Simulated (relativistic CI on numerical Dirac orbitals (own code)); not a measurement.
Calculated at this level of theory: Dirac-Coulomb-Breit CI, KLI orbitals optimised for each configuration, QED by a radiative potential, unscaled Slater integrals (own radial code, finite nucleus).

The strongest absorption lines from the ground level of an ion, among the configurations computed and to levels below about 1150 eV (vacuum wavelength in nm, gf): 1.8724 (0.78), 1.8930 (0.76), 1.9008 (1.1), 2.0046 (0.045), 2.1808 (0.21), 3.3613 (0.76), 3.4002 (0.38), 3.6988 (0.037).

Q: Which ion is it?
A. Tb XLIX
B. Re LVII
C. Hg LXIV
D. Re LIX

A: D. Re LIX has 17 electrons and the ground level 3s2 3p5 2P°_3/2; the strongest line goes to 3s2 3p4 3d 2D_5/2. The pattern of lines fixes the number of electrons, and along that sequence the line energies rise steadily with the charge (about as its square where n changes within one kind of shell, about linearly where n is kept but much faster in heavy ions where fine structure, which grows about as Z⁴, sets the gap, and irregularly where shells cross), which fixes Z. Configurations outside the model, such as inner-shell arrays, can give stronger lines. At this charge energies of transitions that change n are usually good to better than 1 %, and those within a shell (Δn = 0) to a few per cent.

LS names give the leading component of a level, which can be under half, so a name can repeat, a term be missing and a line seem to break the LS rules.
